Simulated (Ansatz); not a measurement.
`CC(C)CB(Cl)Cl` + silanol → `[SiH3]OB(Cl)Cl` + `CC(C)C` at 400 K and 1 bar (ligand exchange at a B–C bond).

Gas-phase electronic energies from Ansatz, PBE0-D4/def2-TZVP geometries. CCSD(T)/CBS adds triple-zeta CCSD(T) − MP2 to the extrapolated MP2 energy (def2 sets, frozen cores). Each species was taken in one conformer, which may not be the lowest.

| species | CCSD(T)/CBS energy (Eh) | H − E (kJ/mol) | S (J/(mol·K)) |
| --- | --- | --- | --- |
| `CC(C)CB(Cl)Cl` | -1102.08625 | 379.4 | 445.6 |
| `O[SiH3]` | -366.69042 | 120.0 | 276.4 |
| `[SiH3]OB(Cl)Cl` | -1310.57934 | 128.2 | 388.2 |
| `CC(C)C` | -158.24397 | 373.6 | 323.8 |

H − E and S are ideal-gas, rigid-rotor, harmonic terms from PBE0-D4/def2-TZVP, for one conformer and one mirror image of each species. 1 Eh = 2625.50 kJ/mol, R = 8.31446 J/(mol·K).

**Question.** By hand: ΔE, ΔH, ΔS and ΔG.

**Answer.** ΔE = (-1310.57934) + (-158.24397) − (-1102.08625) − (-366.69042) = -0.04664 Eh = -122.5 kJ/mol. Δ(H − E) = 128.2 + 373.6 − 379.4 − 120.0 = 2.4, so ΔH = -120.1 kJ/mol. ΔS = 388.2 + 323.8 − 445.6 − 276.4 = -10.0 J/(mol·K). ΔG = -120.1 − 400 × (-10.0)/1000 = -116.1 kJ/mol.

**Question.** By hand: the equilibrium constant, and the temperature at which ΔG would vanish if ΔH and ΔS stayed fixed.

**Answer.** log₁₀ K = −ΔG/(RT ln 10) = 15.2. ΔG = 0 at ΔH/ΔS = 12010 K, far beyond where these terms or the molecules hold.

The number of gas molecules stays the same, so ΔS is small and ΔH decides. A doubt of 5 kJ/mol in ΔE shifts log₁₀ K by 0.7 here. Other conformers and mirror images would add mixing entropy, several J/(mol·K) or more a flexible species. Modes under 60 cm⁻¹, often nearly free rotors, make the harmonic entropy too high. These are equilibria of isolated gas molecules and say nothing of rates. Largest T1 diagnostic: 0.012 (customary marks: 0.02 for closed shells, 0.045 for open ones).
